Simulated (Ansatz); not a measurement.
```xyz
11

O    -0.882   -0.289    1.460
C     0.316   -0.593    0.843
S     0.907   -2.215    1.449
S     0.223   -0.640   -0.986
Si   -0.364    1.393   -1.310
H    -1.538   -0.943    1.185
H     1.018    0.186    1.138
H     1.762   -2.455    0.443
H     0.501    2.289   -0.500
H    -0.156    1.633   -2.759
H    -1.786    1.634   -0.964
```

Total charge 0; spin multiplicity 1.

(1) List the r2SCAN/def2-TZVPP orbital energies in eV (the Gaussian-basis code of Ansatz). (An estimate is asked.)

## Answers

(1) Computed: Occupied: -2409.44, -2409.23, -1791.59, -516.84, -276.60, -213.86, -213.67, -157.96, -157.87, -157.76, -157.70, -157.66, -157.54, -142.03, -96.92, -96.86, -96.85, -28.29, -20.95, -18.87, -16.73, -14.09, -12.81, -12.53, -11.66, -9.90, -9.50, -9.28, -8.90, -7.96, -7.67, -6.53, -6.34. Lowest empty: -1.33, -0.28, 0.22, 0.54, 0.77, 1.02, 1.29, 1.62.
